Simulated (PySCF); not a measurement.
# C₆ coefficients of unlike pairs at PBE0

Calculated with PySCF 2.14 from the dipole response of each species, C₆(A,B) = (3/π) ∫ α_A(iu) α_B(iu) du, in atomic units, from isotropic polarisabilities. For ions this is the dispersion term alone; charge-induced terms of lower order in 1/R come first.

```json
{"species": "Mn²⁺", "configuration": "[Ar] 3d5 (6S)", "basis": "aug-cc-pVDZ-DK (7s6p4d2f)", "relativity": "spin-free X2C", "α (bohr³)": "3.781", "C₆ (like pair)": "10.69"}
{"species": "Co⁺", "configuration": "[Ar] 3d8 (3F)", "basis": "dyall-av2z (16s12p7d2f)", "relativity": "none", "α (bohr³)": "8.072", "C₆ (like pair)": "26.55"}
{"species": "F²⁺", "configuration": "[He] 2s2 2p3 (4S)", "basis": "aug-cc-pVDZ-DK (4s3p2d)", "relativity": "spin-free X2C", "α (bohr³)": "1.243", "C₆ (like pair)": "1.575"}
{"species": "Te", "configuration": "[Kr] 4d10 5s2 5p4 (3P)", "basis": "aug-cc-pwCVTZ-PP with ECP28MDF (8s7p6d4f1g)", "relativity": "core potential", "α (bohr³)": "39.35", "C₆ (like pair)": "434.2"}
```

Q: Estimate C₆ for F²⁺ with Mn²⁺.

A: The integral gives 4.082. The combination rule 2 C_A C_B / (C_A α_B/α_A + C_B α_A/α_B) gives 4.055 and the geometric mean 4.104.

No spin-orbit coupling is included.

The other pairs:

| pair | C₆ |
| --- | --- |
| Te, Mn²⁺ | 61.14 |
| Te, Co⁺ | 103.1 |
| F²⁺, Co⁺ | 6.216 |
| Te, F²⁺ | 22.20 |
| Co⁺, Mn²⁺ | 16.56 |
